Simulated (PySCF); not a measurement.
Radial density of Er⁴⁸⁺ (erbium, charge +48)

UHF, [Ar] 3d2, high-spin 3F determinant. All numbers are calculated (PySCF 2.14, the non-relativistic Hamiltonian (point nucleus), in an uncontracted even-tempered set (16 s from 11 bohr⁻², ratio 2.5; 10 p from 14 bohr⁻², ratio 2.5; 7 d from 14 bohr⁻², ratio 2.5; 4 f from 49 bohr⁻², ratio 2.7; 3 g from 74 bohr⁻², ratio 2.7)).

| r (bohr) | 4πr²ρ (e/bohr) | 4πr²(ρα − ρβ) |
| --- | --- | --- |
| 0.000400 | 0.4278 | 0.0000 |
| 0.000673 | 1.166 | 0.0000 |
| 0.00113 | 3.100 | 0.0000 |
| 0.00191 | 7.896 | -0.0001 |
| 0.00320 | 18.73 | -0.0002 |
| 0.00539 | 39.41 | -0.0005 |
| 0.00907 | 68.09 | -0.0007 |
| 0.0153 | 86.60 | 0.0016 |
| 0.0257 | 79.79 | 0.0409 |
| 0.0431 | 91.13 | 0.4630 |
| 0.0726 | 106.8 | 3.1564 |
| 0.122 | 54.69 | 10.0836 |
| 0.205 | 58.47 | 9.4705 |
| 0.345 | 10.73 | 1.1571 |
| 0.581 | 0.09169 | 0.0087 |

A non-relativistic calculation at this Z misses sizeable relativistic shifts. Spin-orbit coupling is strong in this species (close to jj coupling), so the high-spin LS determinant is a model state, not a physical level.
